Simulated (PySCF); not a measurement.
Species: C6H7FO.
SMILES with atom numbers: `[F:1]/[CH:2]=[C:3]1\[CH2:4][CH:5]=[CH:6][O:7][CH2:8]1` (hydrogens: H9 on C2; H10, H11 on C4; H12 on C5; H13 on C6; H14, H15 on C8)

A GFN2-xTB structure was refined with PySCF 2.14.0, PBE0-D3(BJ)/def2-SVP geometry optimisation, gas phase. Its GFN2-xTB values:

```csv
coordinate,GFN2-xTB
F1–C2,1.347 Å
C2=C3,1.322 Å
C2–H9,1.080 Å
C3–C4,1.499 Å
C3–C8,1.502 Å
C4–C5,1.503 Å
C4–H10,1.097 Å
C5=C6,1.326 Å
C5–H12,1.076 Å
C6–O7,1.360 Å
C6–H13,1.080 Å
O7–C8,1.417 Å
C8–H14,1.092 Å
C8–H15,1.101 Å
F1–C2–C3,122.0°
C2–C3–C4,124.5°
C2–C3–C8,121.7°
C3–C4–C5,108.8°
C3–C8–O7,112.1°
C4–C3–C8,113.7°
C5–C6–O7,125.9°
C6–O7–C8,114.9°
C2–C3–C4–C5,138°
C2–C3–C8–O7,-121°
C3–C4–C5–C6,11°
C5–C6–O7–C8,13°
```

Problem. How do these coordinates change at the PBE0-D3(BJ)/def2-SVP level?

Solution. 
```json
{"coordinate": "C5–H12", "PBE0-D3(BJ)/def2-SVP (Å or °)": "1.092", "change": "+0.016"}
{"coordinate": "F1–C2", "PBE0-D3(BJ)/def2-SVP (Å or °)": "1.332", "change": "-0.015"}
{"coordinate": "C2–H9", "PBE0-D3(BJ)/def2-SVP (Å or °)": "1.094", "change": "+0.014"}
{"coordinate": "C5=C6", "PBE0-D3(BJ)/def2-SVP (Å or °)": "1.340", "change": "+0.014"}
{"coordinate": "C6–H13", "PBE0-D3(BJ)/def2-SVP (Å or °)": "1.093", "change": "+0.013"}
{"coordinate": "C4–H10", "PBE0-D3(BJ)/def2-SVP (Å or °)": "1.108", "change": "+0.011"}
{"coordinate": "C6–O7", "PBE0-D3(BJ)/def2-SVP (Å or °)": "1.350", "change": "-0.010"}
{"coordinate": "C2=C3", "PBE0-D3(BJ)/def2-SVP (Å or °)": "1.330", "change": "+0.008"}
{"coordinate": "C8–H15", "PBE0-D3(BJ)/def2-SVP (Å or °)": "1.108", "change": "+0.007"}
{"coordinate": "C8–H14", "PBE0-D3(BJ)/def2-SVP (Å or °)": "1.099", "change": "+0.007"}
{"coordinate": "C3–C8", "PBE0-D3(BJ)/def2-SVP (Å or °)": "1.497", "change": "-0.005"}
{"coordinate": "C4–C5", "PBE0-D3(BJ)/def2-SVP (Å or °)": "1.501", "change": "-0.002"}
{"coordinate": "O7–C8", "PBE0-D3(BJ)/def2-SVP (Å or °)": "1.417", "change": "0.000"}
{"coordinate": "C3–C4", "PBE0-D3(BJ)/def2-SVP (Å or °)": "1.499", "change": "0.000"}
{"coordinate": "C4–C3–C8", "PBE0-D3(BJ)/def2-SVP (Å or °)": "114.7", "change": "+1.0"}
{"coordinate": "C2–C3–C8", "PBE0-D3(BJ)/def2-SVP (Å or °)": "121.0", "change": "-0.7"}
{"coordinate": "C3–C4–C5", "PBE0-D3(BJ)/def2-SVP (Å or °)": "109.2", "change": "+0.4"}
{"coordinate": "C5–C6–O7", "PBE0-D3(BJ)/def2-SVP (Å or °)": "125.5", "change": "-0.4"}
{"coordinate": "C2–C3–C4", "PBE0-D3(BJ)/def2-SVP (Å or °)": "124.2", "change": "-0.3"}
{"coordinate": "F1–C2–C3", "PBE0-D3(BJ)/def2-SVP (Å or °)": "122.3", "change": "+0.3"}
{"coordinate": "C6–O7–C8", "PBE0-D3(BJ)/def2-SVP (Å or °)": "115.1", "change": "+0.2"}
{"coordinate": "C3–C8–O7", "PBE0-D3(BJ)/def2-SVP (Å or °)": "112.2", "change": "+0.1"}
{"coordinate": "C2–C3–C4–C5", "PBE0-D3(BJ)/def2-SVP (Å or °)": "143", "change": "+5"}
{"coordinate": "C3–C4–C5–C6", "PBE0-D3(BJ)/def2-SVP (Å or °)": "7", "change": "-4"}
{"coordinate": "C2–C3–C8–O7", "PBE0-D3(BJ)/def2-SVP (Å or °)": "-124", "change": "-3"}
{"coordinate": "C5–C6–O7–C8", "PBE0-D3(BJ)/def2-SVP (Å or °)": "14", "change": "+1"}
```

The energy falls by 3.8 kJ/mol over 10 energy and gradient evaluations, the largest force component goes from 0.0177 to 1.4e-04 Eh/bohr, and the atoms move by 0.054 Å rms after alignment. Among the bonds, F1–C2 and C5–H12 change most and about equally (-0.015 to +0.016 Å). Bonds longer at the end by more than 0.005 Å: 9 of 15; shorter: 3. Rotational constants go from 4205, 1504, 1208 to 4264, 1491, 1193 MHz.

The run used 147 basis functions and 62 SCF cycles in all. Time: 62 s of wall time; peak memory 0.70 GiB. Hardware: one thread, Arm Neoverse V1 (aarch64), no GPU (shared host).

No PBE0-D3(BJ)/def2-SVP frequencies stand behind this structure, so it isn't proved a minimum. The numbers are those of one conformer.
